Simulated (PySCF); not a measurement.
ketene (C₂H₂O), singlet, geometry from GFN2-xTB, with bond 4-1 at 1.6 times its length; B3LYP/3-21G (PySCF).

The PySCF input:
```python
from pyscf import gto, scf, dft

mol = gto.Mole()
mol.atom = '''
    C    -0.01148162    0.02136311   -1.19190098
    C     0.00092956   -0.00172957    0.09649676
    H     0.00249612    0.94826436   -1.73006124
    H    -0.05093605   -1.42988052   -2.10495474
    O     0.01211961   -0.02255018    1.25813077
'''
mol.basis = '3-21g'
mol.verbose = 4
mol.build()

mf = dft.RKS(mol)
mf.xc = 'b3lyp'
mf.conv_tol_grad = 1e-3
mf.kernel()
```

Output, abridged:

```
PySCF version 2.14.0

[INPUT] verbose = 4
[INPUT] num. atoms = 5
[INPUT] num. electrons = 22
[INPUT] charge = 0
[INPUT] spin (= nelec alpha-beta = 2S) = 0
[INPUT] symmetry False subgroup None
[INPUT] Mole.unit = angstrom
[INPUT] Symbol           X                Y                Z      unit          X                Y                Z       unit  Magmom
[INPUT]  1 C     -0.011481620000   0.021363110000  -1.191900980000 AA   -0.021697117266   0.040370427069  -2.252366419801 Bohr   0.0
[INPUT]  2 C      0.000929560000  -0.001729570000   0.096496760000 AA    0.001756613816  -0.003268413613   0.182352448308 Bohr   0.0
[INPUT]  3 H      0.002496120000   0.948264360000  -1.730061240000 AA    0.004716983174   1.791959934086  -3.269341922325 Bohr   0.0
[INPUT]  4 H     -0.050936050000  -1.429880520000  -2.104954740000 AA   -0.096255184367  -2.702082573651  -3.977787963205 Bohr   0.0
[INPUT]  5 O      0.012119610000  -0.022550180000   1.258130770000 AA    0.022902743637  -0.042613664260   2.377522584188 Bohr   0.0

nuclear repulsion = 57.3034538619727
number of shells = 19
number of NR pGTOs = 51
number of NR cGTOs = 31
basis = 3-21g
ecp = {}

******** <class 'pyscf.dft.rks.RKS'> ********
method = RKS
initial guess = minao
damping factor = 0
level_shift factor = 0
DIIS = <class 'pyscf.scf.diis.CDIIS'>
diis_start_cycle = 1
diis_space = 8
diis_damp = 0
SCF conv_tol = 1e-09
SCF conv_tol_grad = 0.001
SCF max_cycles = 50
direct_scf = True
direct_scf_tol = 1e-13
XC library pyscf.dft.libxc version 7.1.2
    S. Lehtola, C. Steigemann, M. J. T. Oliveira, and M. A. L. Marques,  SoftwareX 7, 1–5 (2018)
XC functionals = b3lyp
    P. J. Stephens, F. J. Devlin, C. F. Chabalowski, and M. J. Frisch,  J. Phys. Chem. 98, 11623 (1994)
radial grids:
    Treutler-Ahlrichs [JCP 102, 346 (1995); DOI:10.1063/1.469408] (M4) radial grids

becke partition: Becke, JCP 88, 2547 (1988); DOI:10.1063/1.454033
pruning grids: <function nwchem_prune>
grids dens level: 3
symmetrized grids: False
atomic radii adjust function: <function treutler_atomic_radii_adjust>
small_rho_cutoff = 0
Initial guess from minao.
tot grids = 61936
init E= -151.947097020537
  HOMO = -0.261843197598214  LUMO = -0.123104255622003  gap/eV = 3.77528
cycle= 1 E= -151.559097151841  delta_E= 0.388  |g|= 0.67  |ddm|= 2.41
  HOMO = -0.152659913320071  LUMO = -0.0768485002536048  gap/eV = 2.06293
cycle= 2 E= -151.126245215255  delta_E= 0.433  |g|= 1.61  |ddm|= 1.85
  HOMO = -0.216077628118393  LUMO = -0.0868734728441254  gap/eV = 3.51582
cycle= 3 E= -151.644941219439  delta_E= -0.519  |g|= 0.242  |ddm|=  1.4
  HOMO = -0.239763032132976  LUMO = -0.0908653394624817  gap/eV = 4.05171
cycle= 4 E= -151.660451578097  delta_E= -0.0155  |g|= 0.0635  |ddm|= 0.261
  HOMO = -0.238592951892518  LUMO = -0.0905295609379495  gap/eV = 4.02901
cycle= 5 E= -151.661449429914  delta_E= -0.000998  |g|= 0.011  |ddm|= 0.0541
  HOMO = -0.237231164219053  LUMO = -0.089578753940514  gap/eV = 4.01783
cycle= 6 E= -151.661474281116  delta_E= -2.49e-05  |g|= 0.0041  |ddm|= 0.0127
  HOMO = -0.237597196066024  LUMO = -0.089431361719658  gap/eV = 4.03180
cycle= 7 E= -151.661480012509  delta_E= -5.73e-06  |g|= 0.000283  |ddm|= 0.00529
  HOMO = -0.237601838244346  LUMO = -0.0894708729950495  gap/eV = 4.03085
cycle= 8 E= -151.661480040856  delta_E= -2.83e-08  |g|= 6.53e-05  |ddm|= 0.000416
  HOMO = -0.237608674616745  LUMO = -0.0894642550497209  gap/eV = 4.03121
cycle= 9 E= -151.661480042785  delta_E= -1.93e-09  |g|= 5.72e-06  |ddm|= 8.77e-05
  HOMO = -0.237608957838754  LUMO = -0.0894645000142948  gap/eV = 4.03122
cycle= 10 E= -151.661480042795  delta_E= -1.03e-11  |g|= 1.37e-06  |ddm|= 9.35e-06
  HOMO = -0.237608974502024  LUMO = -0.0894644890886021  gap/eV = 4.03122
Extra cycle  E= -151.661480042795  delta_E= 4.55e-13  |g|= 2.09e-06  |ddm|= 3.79e-06
converged SCF energy = -151.661480042795
```
